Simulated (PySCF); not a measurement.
Excitations are Tamm–Dancoff values on a coarser integration grid. The basis has no diffuse functions, so Rydberg states are missing or too high.

Species: H7BSi2, SMILES `B([SiH3])[SiH3]` (charge 0, multiplicity 1).

Q: What dipole moment, brightest of the four lowest singlets (TDA) and T1 excitation (TDA) does M06-2X/def2-TZVP in PySCF give?

A: 
```json
{
  "dipole_moment": "0.087 e·Å",
  "brightest of the four lowest singlets (TDA)": "6.58 eV",
  "T1 excitation (TDA)": "2.74 eV"
}
```
